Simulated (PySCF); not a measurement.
## [TcO4]-: computed shieldings and shifts

[TcO4]-, [O4Tc]-, point group Td.

Geometry:
```json
{"atom": "Tc1", "x (Å)": "0.000", "y (Å)": "0.000", "z (Å)": "0.000"}
{"atom": "O2", "x (Å)": "0.019", "y (Å)": "-0.015", "z (Å)": "1.698"}
{"atom": "O3", "x (Å)": "1.595", "y (Å)": "0.008", "z (Å)": "-0.583"}
{"atom": "O4", "x (Å)": "-0.809", "y (Å)": "1.391", "z (Å)": "-0.546"}
{"atom": "O5", "x (Å)": "-0.804", "y (Å)": "-1.384", "z (Å)": "-0.570"}
```

Total charge -1.

GIAO calculations in PySCF on the PBE0-D3(BJ)/def2-SVP structure: isolated species, scalar relativity only through the core potential, equivalent atoms averaged; basis pcSseg-1 (def2-TZVP on Tc).

Task: Give the isotropic shieldings (ppm) with B3LYP, PBE0.

Result: 
```json
{"atoms": "O2/O3/O4/O5", "environment": "oxygen bonded to Tc", "B3LYP": "-485.0", "PBE0": "-482.7"}
{"atoms": "HOMO–LUMO gap (eV)", "environment": "–", "B3LYP": "6.09", "PBE0": "6.55"}
```

Task: And the chemical shifts, against references computed in the same way?

Result: 
```csv
atoms,"nucleus, reference",B3LYP,PBE0
O2/O3/O4/O5,"17O, H2O",819.0,817.3
```

Task: Which part of the shielding of O2/O3/O4/O5 depends on the functional?

Result: Diamagnetic: B3LYP 405, PBE0 404 ppm; paramagnetic: B3LYP -890, PBE0 -886 ppm.

Tc is described by an effective core potential, so it has no shielding of its own here; spin–orbit effects on the atoms bonded to it, which can be large, are absent, and the values of these neighbours are rough. Unscaled 17O shifts of doubly bonded oxygen tend to come out too high, by tens of ppm or more. Experimental scales use liquid or dissolved standards, which lie at an offset from isolated H2O (liquid H2O: subtract about 36 ppm).
